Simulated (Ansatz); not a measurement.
Program: Ansatz. Geometries: PBE0-D4/def2-TZVP. ΔE: electronic, gas phase. CCSD(T)/CBS is the MP2 limit (def2-TZVPP, def2-QZVPP) plus CCSD(T) − MP2 in def2-TZVPP, frozen cores. This one scheme is used for every species. Functionals use def2-TZVPP. One conformer a species, not always the lowest.

`BO[SiH2]S` + NH₃ → `BO[SiH2]N` + H₂S  (ligand exchange at the Si–S bond)

`BO[SiH2]S`:

```xyz
9

B    -1.139    0.871   -1.173
O     0.065    0.573   -0.643
Si    0.484   -0.056    0.829
S     0.837   -2.146    0.728
H    -2.138    0.727   -0.517
H    -1.173    1.285   -2.297
H     1.708    0.664    1.240
H    -0.629    0.107    1.794
H     1.984   -2.024    0.038
```

NH₃:

Z-matrix (Å, degrees):
```
N
H 1 1.013
H 1 1.013 2 107.1
H 1 1.013 2 107.1 3 -114.5
```

`BO[SiH2]N`:

```xyz
10

B    -0.317   -0.929    1.801
O     0.331   -0.769    0.635
Si   -0.143   -0.121   -0.824
N     0.674    1.305   -1.252
H    -1.463   -0.571    1.912
H     0.274   -1.431    2.717
H    -1.591    0.185   -0.728
H     0.178   -1.156   -1.830
H     1.626    1.291   -1.580
H     0.432    2.195   -0.850
```

H₂S:

Cartesian coordinates in Å:
```
S -0.442 0.312 0.302
H 0.897 0.377 0.291
H -0.455 -0.688 -0.592
```

| level | ΔE (kJ/mol) | difference from CCSD(T)/CBS |
| --- | --- | --- |
| PBE0-D4 | 3.3 | 5.0 |
| r2SCANh-D4 | 0.1 | 1.8 |
| CAM-B3LYP-D4 | -9.2 | -7.5 |
| ωB97M-V | -4.1 | -2.4 |
| PBE | 4.1 | 5.8 |
| r2SCAN | 0.3 | 2.0 |
| RPA@PBE/def2-TZVPP | -5.4 | -3.7 |
| CCSD(T)/def2-SVP | -7.4 | -5.7 |
| SCS-MP2/def2-TZVPP | -5.0 | -3.3 |
| MP2/def2-QZVPP | -0.9 | 0.8 |
| CCSD(T)/CBS | -1.7 | 0 |

Largest T1 diagnostic among the species: 0.013.

In def2-TZVPP, CCSD(T) changes the Hartree–Fock value by +7.5 kJ/mol (the triples alone add +2.1 kJ/mol) and MP2 by +9.5 kJ/mol. From BLYP to BHLYP (50 % exact exchange), in def2-TZVPP and without D4, ΔE moves by −4.8 kJ/mol. At CCSD(T), def2-SVP lies −5.7 kJ/mol from the extrapolated value and def2-TZVPP −2.2 kJ/mol.
